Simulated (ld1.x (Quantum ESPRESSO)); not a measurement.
**Reading a pseudo-wave (sulfur (S))**

Columns: radius, all-electron u(r) and pseudo u(r) of the 3p shell (level -11.72 eV) of sulfur in the configuration [Ne] 3s2 3p3.5; PBE, non-relativistic, TM semilocal scheme, ld1.x (Quantum ESPRESSO) 7.5.

```tsv
r (bohr)	all-electron	pseudo
0.078	0.1205	-0.0046
0.155	0.2676	-0.0182
0.232	0.3387	-0.0404
0.310	0.3319	-0.0714
0.388	0.2677	-0.1101
0.465	0.1706	-0.1551
0.542	0.0571	-0.2059
0.620	-0.0625	-0.2622
0.698	-0.1786	-0.3218
0.775	-0.2850	-0.3824
0.852	-0.3808	-0.4430
0.930	-0.4658	-0.5026
1.008	-0.5386	-0.5586
1.085	-0.5990	-0.6086
1.162	-0.6480	-0.6520
1.240	-0.6870	-0.6882
1.318	-0.7159	-0.7162
1.395	-0.7357	-0.7357
1.472	-0.7477	-0.7477
1.550	-0.7530	-0.7530
1.628	-0.7523	-0.7523
1.705	-0.7466	-0.7466
1.782	-0.7368	-0.7368
1.860	-0.7233	-0.7233
1.938	-0.7070	-0.7070
2.015	-0.6887	-0.6887
```

Question: How many radial nodes do the two functions have?

Answer: The all-electron 3p function has n − l − 1 = 1; the pseudo-wave has 0, since the states of the same l below it are removed with the core.

Question: At about which radius was the pseudo-wave matched?

Answer: 1.55 bohr. The columns agree to 0.0005 from 1.32 bohr on; several derivatives are matched, so the curves merge somewhat inside the radius.

Question: Where does each function peak?

Answer: Outermost all-electron maximum near 1.55 bohr, pseudo maximum near 1.55 bohr (to the table’s step).

Question: Is the pseudo-wave norm-conserving?

Answer: Yes: the TM semilocal scheme keeps the norm inside the radius equal to the all-electron one, which fixes the energy derivative of the logarithmic derivative at the level.
